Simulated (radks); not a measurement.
Task: Species: Nd4+. Configuration: [Xe] 4f2. All-electron calculation, non-relativistic Kohn-Sham, LDA (Slater exchange, Perdew-Wang correlation), spin-unpolarised, spherical densities, point nucleus; relativity is left out, which matters for an element this heavy. Program: a radial shooting solver on a logarithmic mesh with Libxc functionals. Some entries of the table are withheld. Estimate them.

orbital,occ.,eigenvalue (eV),<r> (bohr),<1/r> (bohr^-1)
1s,2,(1),0.02532,59.42
2s,2,-6492.337,0.1082,13.75
2p,6,-6158.357,0.09185,13.78
3s,2,-1447.941,0.2819,5.128
3p,6,-1301.730,0.2716,5.067
3d,10,-1028.406,0.2427,(2)
4s,2,-325.4123,0.6367,2.189
4p,6,(3),(4),2.098
4d,10,(5),0.6957,1.899
5s,2,-78.3332,1.462,0.9025
5p,6,-62.0240,1.600,0.8177
4f,2,-54.4629,0.8649,1.457

Result: 
(1) 1s eigenvalue (eV): -41133.15
(2) 3d <1/r> (bohr^-1): 4.957
(3) 4p eigenvalue (eV): -269.8218
(4) 4p <r> (bohr): 0.6534
(5) 4d eigenvalue (eV): -171.4543
